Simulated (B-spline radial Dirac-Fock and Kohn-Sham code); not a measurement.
## Photoemission from Pb at 4000 eV, detector at θ = 30°, φ = 0°

System: the Pb atom in the configuration 1s2 2s2 2p6 3s2 3p6 3d10 4s2 4p6 4d10 4f14 5s2 5p6 5d10 6s2 6p2. Method: Dirac-Hartree-Slater photoionisation with a Latter tail; cross sections with all multipoles, angular parameters from the dipole term and its interference with E2. Computed with a radial finite-basis atomic code. Thresholds are tabulated edges, those marked * orbital energies of the model. For linearly polarised light dσ/dΩ = σ/(4π) [1 + β P₂(cos θ) + (δ + γ cos²θ) sin θ cos φ], with θ from the polarisation vector and φ the angle between the beam and the projection of the electron momentum on the plane normal to the polarisation. The dipole factor is 1 + βP₂ and the non-dipole term is the rest of the bracket. Open shells are filled statistically over j.

Input file task.json (cfg lists n, l and occupation; rrms is the nuclear radius in fm):

```json
{"items": [{
  "Z": 82,
  "q": 0,
  "cfg": [[1, 0, 2], [2, 0, 2], [2, 1, 6], [3, 0, 2], [3, 1, 6], [3, 2, 10], [4, 0, 2], [4, 1, 6], [4, 2, 10], [4, 3, 14], [5, 0, 2], [5, 1, 6], [5, 2, 10], [6, 0, 2], [6, 1, 2]],
  "A": 208,
  "rrms": 5.5012,
  "do": "xps",
  "hv": [59.7, 72.3, 74.7, 249.0, 300, 324.0, 342.0, 454.0, 499.0, 600.0, 609.0, 631.0, 639.0, 1050.0, 1240.0, 1253.6, 1486.9, 1880.0, 2984.4, 4000, 4220.0, 5850.0, 7940.0, 8047.8, 9210.0, 9251.7, 11700.0, 12000, 12500.0],
  "edges": {"K": 88005.0, "L1": 15861.0, "L2": 15200.0, "L3": 13035.0, "M1": 3851.0, "M2": 3554.0, "M3": 3066.0, "M4": 2586.0, "M5": 2484.0, "N1": 891.8, "N2": 761.9, "N3": 643.5, "N4": 434.3, "N5": 412.2, "N6": 141.7, "N7": 136.9, "O1": 147.0, "O2": 106.4, "O3": 83.3}
}]}
```

Run with: `python xray2_run.py task.json out`

| subshell | threshold (eV) | σ (kb) | β | γ | δ | dipole factor | non-dipole term | dσ/dΩ (kb/sr) |
| --- | --- | --- | --- | --- | --- | --- | --- | --- |
| 3s | 3851.0 | 18.8 | 1.85 | 1.68 | 0.003 | 2.154 | +0.630 | 4.16 |
| 3p1/2 | 3554.0 | 27.7 | 1.09 | 0.59 | 0.141 | 1.679 | +0.291 | 4.35 |
| 3p3/2 | 3066.0 | 66.7 | 1.30 | 0.25 | 0.039 | 1.815 | +0.112 | 10.2 |
| 3d3/2 | 2586.0 | 93.8 | 1.06 | -0.15 | 0.040 | 1.664 | -0.038 | 12.1 |
| 3d5/2 | 2484.0 | 129 | 1.13 | -0.09 | 0.039 | 1.707 | -0.012 | 17.4 |
| 4s | 891.8 | 6.42 | 1.89 | 0.26 | -0.002 | 2.181 | +0.097 | 1.16 |
| 4p1/2 | 761.9 | 8.12 | 1.68 | 0.01 | -0.006 | 2.053 | 0.000 | 1.33 |
| 4p3/2 | 643.5 | 16.9 | 1.71 | -0.05 | 0.005 | 2.068 | -0.017 | 2.76 |
| 4d3/2 | 434.3 | 15.7 | 1.39 | 0.26 | 0.051 | 1.871 | +0.122 | 2.49 |
| 4d5/2 | 412.2 | 21.5 | 1.34 | 0.31 | 0.049 | 1.839 | +0.142 | 3.39 |
| 4f5/2 | 141.7 | 4.93 | 1.00 | 0.84 | 0.187 | 1.625 | +0.407 | 0.797 |
| 4f7/2 | 136.9 | 6.13 | 0.97 | 0.85 | 0.190 | 1.608 | +0.414 | 0.986 |
| 5s | 147.0 | 1.47 | 1.90 | 0.14 | -0.002 | 2.185 | +0.052 | 0.262 |
| 5p1/2 | 106.4 | 1.63 | 1.72 | -0.01 | -0.007 | 2.075 | -0.008 | 0.268 |
| 5p3/2 | 83.30 | 3.20 | 1.75 | -0.04 | 0.005 | 2.092 | -0.014 | 0.528 |
| 5d3/2 | 28.03* | 1.91 | 1.42 | 0.31 | 0.049 | 1.889 | +0.143 | 0.308 |
| 5d5/2 | 25.20* | 2.53 | 1.36 | 0.37 | 0.048 | 1.848 | +0.162 | 0.405 |
| 6s | 14.48* | 0.187 | 1.90 | 0.13 | -0.002 | 2.186 | +0.046 | 0.0333 |
| 6p1/2 | 6.58* | 0.0421 | 1.72 | -0.01 | -0.007 | 2.078 | -0.008 | 0.00693 |
| 6p3/2 | 4.98* | 0.0638 | 1.75 | -0.04 | 0.005 | 2.094 | -0.013 | 0.0106 |
